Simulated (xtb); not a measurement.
C₆H₆N (SMILES Nc1c[c]ccc1), doublet, geometry from GFN2-xTB; GFN0-xTB with ALPB(ch2cl2) (xtb).

xtb was given this input:
```
$ xtb mol.xyz --gfn 0 --uhf 1 --alpb ch2cl2 --json

# file mol.xyz
13

N      2.25848506     0.30454530     0.09464035
C      0.89426149     0.11123477    -0.00030086
C      0.38031956    -1.03938007    -0.62176346
C     -0.96710454    -1.21532981    -0.62123305
C     -1.87854267    -0.36251902    -0.07013873
C     -1.36589402     0.78233125     0.53805143
C     -0.00477133     1.01153294     0.57176580
H      2.56320261     1.25158448     0.25473652
H      2.82685067    -0.20926552    -0.55942857
H      1.05605836    -1.74803684    -1.07890025
H     -2.94045527    -0.54861779    -0.09584477
H     -2.04410231     1.49403119     0.98741667
H      0.37943953     1.90126711     1.05125139
```

What the program printed (banner, timings and long lists left out):

```
   ID    Z sym.   atoms
    1    7 N      1
    2    6 C      2-7
    3    1 H      8-13

           -------------------------------------------------
          |                Calculation Setup                |
           -------------------------------------------------

           -------------------------------------------------
          |                 G F N 0 - x T B                 |
           -------------------------------------------------

      * Solvation model:               ALPB
        Solvent                        ch2cl2
        Parameter file                 internal GFN-FF/ALPB
        Dielectric constant                8.9300E+00
        Reference state                gsolv [1 M gas/solution]
        Free energy shift                  3.5387E-03 Eh       2.2205E+00 kcal/mol
        Temperature                        2.9815E+02 K
        Density                            1.3300E+00 kg/L
        Solvent mass                       8.4930E+01 g/mol
        Interaction kernel             P16
        Born radius scaling (c1)           1.6950E+00
        Born radii integrator          GBOBC
        Born offset                        0.0000E+00 a0       0.0000E+00 AA
        H-bond correction              false
        Ion screening                  false
        Surface tension                    1.0000E-05 Eh       1.5569E+01 dyn/cm
        Grid points                               230 per atom

          ...................................................
          :                      SETUP                      :
          :.................................................:
          :  # basis functions                  40          :
          :  # atomic orbitals                  40          :
          :  # shells                           26          :
          :  # electrons                        35          :
          :  electronic temp.          300.0000000     K    :
          :  accuracy                    1.0000000          :
          :  -> integral cutoff          0.2500000E+02      :
          :  -> integral neglect         0.1000000E-07      :
          ...................................................

         :::::::::::::::::::::::::::::::::::::::::::::::::::::
         ::                     SUMMARY                     ::
         :::::::::::::::::::::::::::::::::::::::::::::::::::::
         :: total energy             -18.816639370529 Eh    ::
         :: total w/o Gsasa/hb       -18.807215872780 Eh    ::
         :: gradient norm              0.017586917232 Eh/a0 ::
         :: HOMO-LUMO gap              2.886239250946 eV    ::
         ::.................................................::
         :: H0 energy                -19.054104448461 Eh    ::
         :: repulsion energy           0.344433179361 Eh    ::
         :: electrostat energy        -0.090044865053 Eh    ::
         :: -> Gsolv                   0.000000000000 Eh    ::
         ::    -> Gsasa               -0.012962150870 Eh    ::
         ::    -> Gshift               0.003538653122 Eh    ::
         :: dispersion energy         -0.004378729936 Eh    ::
         :: short-range corr.         -0.012544506440 Eh    ::
         :: add. restraining           0.000000000000 Eh    ::
         :: total charge              -0.000000000000 e     ::
         :::::::::::::::::::::::::::::::::::::::::::::::::::::

           -------------------------------------------------
          |                Property Printout                |
           -------------------------------------------------

    * Orbital Energies and Occupations

         #    Occupation            Energy/Eh            Energy/eV
      -------------------------------------------------------------
         1        2.0000           -0.6951363             -18.9156
       ...           ...                  ...                  ...
         6        2.0000           -0.5991362             -16.3033
         7        2.0000           -0.5716145             -15.5544
         8        2.0000           -0.5655271             -15.3888
         9        2.0000           -0.5521937             -15.0260
        10        2.0000           -0.5295007             -14.4084
        11        2.0000           -0.5106700             -13.8960
        12        2.0000           -0.5094882             -13.8639
        13        2.0000           -0.4993639             -13.5884
        14        2.0000           -0.4798418             -13.0572
        15        2.0000           -0.4703653             -12.7993
        16        2.0000           -0.4364979             -11.8777
        17        2.0000           -0.4065398             -11.0625
        18        1.0000           -0.3704018             -10.0791 (HOMO)
        19                         -0.2643344              -7.1929 (LUMO)
        20                         -0.2532473              -6.8912
        21                         -0.1718816              -4.6771
        22                         -0.1322299              -3.5982
        23                         -0.1288434              -3.5060
        24                         -0.1166140              -3.1732
        25                         -0.1112392              -3.0270
        26                         -0.1023424              -2.7849
        27                         -0.0734360              -1.9983
        28                          0.0680986               1.8531
        29                          0.1441039               3.9213
       ...                                ...                  ...
        40                          0.6447688              17.5451
      -------------------------------------------------------------
                  HL-Gap            0.1060673 Eh            2.8862 eV
             Fermi-level            0.0000000 Eh            0.0000 eV

     #   Z          covCN         q      C6AA      α(0)
     1   7 N        2.639    -1.223    63.620    11.942
     2   6 C        2.908     0.438    20.764     7.448
     3   6 C        2.919    -0.120    32.706     9.349
     4   6 C        2.019    -0.097    34.293     9.446
     5   6 C        2.913    -0.044    30.668     9.052
     6   6 C        2.933    -0.105    32.294     9.290
     7   6 C        2.921    -0.162    33.913     9.520
     8   1 H        0.860     0.416     0.451     1.052
     9   1 H        0.860     0.415     0.453     1.054
    10   1 H        0.926     0.126     1.564     1.955
    11   1 H        0.926     0.108     1.714     2.047
    12   1 H        0.926     0.117     1.637     2.001
    13   1 H        0.925     0.131     1.525     1.931

 Mol. C6AA /au·bohr⁶  :       2260.210134
 Mol. C8AA /au·bohr⁸  :      56674.976483
 Mol. α(0) /au        :         76.088814

Wiberg/Mayer (AO) data.
largest (>0.10) Wiberg bond orders for each atom

 ---------------------------------------------------------------------------
     #   Z sym  total        # sym  WBO       # sym  WBO       # sym  WBO
 ---------------------------------------------------------------------------
     1   7 N    3.208 --     2 C    1.119     9 H    0.966     8 H    0.964
     2   6 C    3.940 --     7 C    1.360     3 C    1.297     1 N    1.119
                             5 C    0.100
     3   6 C    3.976 --     4 C    1.515     2 C    1.297    10 H    0.958
                             6 C    0.110
     4   6 C    3.276 --     3 C    1.515     5 C    1.475     7 C    0.101
     5   6 C    3.977 --     4 C    1.475     6 C    1.367    11 H    0.963
                             2 C    0.100
     6   6 C    3.981 --     7 C    1.467     5 C    1.367    12 H    0.966
                             3 C    0.110
     7   6 C    3.981 --     6 C    1.467     2 C    1.360    13 H    0.965
                             4 C    0.101
     8   1 H    0.973 --     1 N    0.964
     9   1 H    0.973 --     1 N    0.966
    10   1 H    0.988 --     3 C    0.958
    11   1 H    0.992 --     5 C    0.963
    12   1 H    0.984 --     6 C    0.966
    13   1 H    0.980 --     7 C    0.965
 ---------------------------------------------------------------------------

Topologies differ in total number of bonds
Writing topology from bond orders to xtbtopo.mol

 dipole moment from electron density (au)
     X       Y       Z
   0.9957   0.7801  -0.0981  total (Debye):    3.225

           -------------------------------------------------
          | TOTAL ENERGY              -18.816639370529 Eh   |
          | GRADIENT NORM               0.017586917232 Eh/α |
          | HOMO-LUMO GAP               2.886239250946 eV   |
           -------------------------------------------------

normal termination of xtb
```
